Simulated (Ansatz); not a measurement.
Geometry optimisation, RKS PBE0/def2-SVP (Ansatz 0.2.0).

The input (input.yaml):

```yaml
crystal:
  periodic: [false, false, false]
  atoms:
    - { symbol: F, position_ang: [0.5343, -2.5, 0.05] }
    - { symbol: B, position_ang: [-0.1869, -1.1895, 0.208] }
    - { symbol: S, position_ang: [-1.6719, -0.0117, -0.4104] }
    - { symbol: Si, position_ang: [0.202, 0.7984, 0.0807] }
    - { symbol: F, position_ang: [1.0124, 1.2405, -1.2945] }
    - { symbol: H, position_ang: [0.01186, -1.69139, 1.24603] }
basis:
  gaussian: { orbitals: def2-SVP }
hamiltonian:
  xc: pbe0
relax:
  f_tol: 0.02
  max_steps: 50
```

Run as:

```bash
$ ansatz run input.yaml --threads 2 --pin off --max-ram 3072MiB --backend cpu --events-out ev --progress --plain --runs-dir out
```

**Question.** Where does it end, and by what steps?

**Answer.** The forces met the threshold. After 13 steps the energy has fallen by 4.229 eV; S3 moved furthest, 1.54 Å. Parted: B2–Si4 (2.03 → 2.94 Å).

| step | energy less start (eV) | largest force component (eV/Å) | accepted |
| --- | --- | --- | --- |
| 0 | 0.0000 | 3.953 | yes |
| 1 | -1.7434 | 4.565 | yes |
| 2 | -3.0799 | 1.554 | yes |
| 3 | -3.5461 | 0.872 | yes |
| 4 | -3.7522 | 0.565 | yes |
| 5 | -3.8598 | 0.931 | yes |
| 6 | -3.9876 | 0.559 | yes |
| 7 | -4.0845 | 0.357 | yes |
| 8 | -4.1662 | 0.296 | yes |
| 9 | -4.2140 | 0.267 | yes |
| 10 | -4.2246 | 0.487 | yes |
| 11 | -4.2287 | 0.031 | yes |
| 12 | -4.2287 | 0.074 | yes |
| 13 | -4.2288 | 0.004 | yes |

```xyz
6
Properties=species:S:1:pos:R:3
F -0.648 -2.966 0.220
B -0.228 -1.726 0.364
S -0.379 -0.581 -1.032
Si 0.501 1.102 0.049
F 0.410 2.211 -1.146
H 0.245 -1.394 1.426
```

Whether the end is a true minimum wasn't checked by a vibrational analysis.

The run took 26 s on 2 threads of Arm Neoverse V2, with other jobs on the host, peak memory 0.16 GiB.
